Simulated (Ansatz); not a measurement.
Total energies of (ClSi)4CH26 adamantane (C6H12Cl4Si4) from Ansatz at PBE0-D4/def2-SVP, gas phase (1 Eh = 27.2114 eV = 2625.5 kJ/mol). The reference geometry is relaxed at PBE-D4/def2-SVP.

```xyz
26

Si   -1.062   -0.691   -1.412
Cl   -2.237   -1.455   -2.972
C    -0.586   -2.082   -0.227
Si    0.472   -1.406    1.183
Cl    0.993   -2.960    2.492
C    -0.508   -0.087    2.112
Si   -0.984    1.319    0.945
Cl   -2.072    2.776    1.989
C    -2.031    0.622   -0.463
C     0.586    2.082    0.227
Si    1.575    0.779   -0.716
Cl    3.316    1.639   -1.508
C     0.508    0.087   -2.112
C     2.031   -0.623    0.463
H    -1.503   -2.557    0.184
H    -0.025   -2.868   -0.775
H     0.100    0.312    2.953
H    -1.424   -0.537    2.552
H    -2.965    0.179   -0.054
H    -2.329    1.442   -1.152
H     1.207    2.506    1.045
H     0.321    2.919   -0.454
H     0.242    0.901   -2.821
H     1.083   -0.673   -2.684
H     2.624   -1.392   -0.077
H     2.669   -0.231    1.284
```

```tsv
state	geometry	energy (Eh)
charge 0 singlet	reference	-3232.59261
charge 1 doublet	reference	-3232.23706
charge -1 doublet	reference	-3232.58199
free Si atom (triplet)	–	-289.15194
free Cl atom (doublet)	–	-459.83853
free C atom (triplet)	–	-37.76066
free H atom (doublet)	–	-0.50029
```

Problem. Work out the vertical ionisation energy to the doublet.

Solution. E(charge 1 doublet) − E(charge 0 singlet) = -3232.23706 − (-3232.59261) = 0.35555 Eh = 9.68 eV. For comparison, −ε of the highest occupied level is 8.23 eV at this level, 1.45 eV less.

Problem. Work out the vertical electron affinity, to the doublet.

Solution. E(charge 0 singlet) − E(charge -1 doublet) = -3232.59261 − (-3232.58199) = -0.01062 Eh = -0.29 eV; negative, so the extra electron isn't bound. The basis lacks diffuse functions, which makes affinities too small.

Problem. Give the fundamental gap IE − EA, the Mulliken electronegativity (IE + EA)/2 and the hardness (IE − EA)/2.

Solution. From the values in Eh: IE − EA = 0.35555 − (-0.01062) = 0.36617 Eh = 9.96 eV; (IE + EA)/2 = 4.69 eV; (IE − EA)/2 = 4.98 eV. The HOMO–LUMO gap of the same run is 7.23 eV, 2.73 eV smaller than the fundamental gap.

Problem. What is the binding energy per atom against free atoms?

Solution. Atoms: 4 × (-289.15194) + 4 × (-459.83853) + 6 × (-37.76066) + 12 × (-0.50029) = -3228.52932 Eh. Binding: -3228.52932 − (-3232.59261) = 4.06329 Eh = 110.57 eV, or 4.25 eV for each of 26 atoms (no zero-point energy, no counterpoise term).

At PBE0-D4/def2-SVP the highest occupied level of the charge -1 doublet lies above zero (up to 1.71 eV). By energy differences it is unbound by 0.29 eV (vertical, to the charge 0 singlet, at PBE0-D4/def2-SVP) and held by the finite basis.
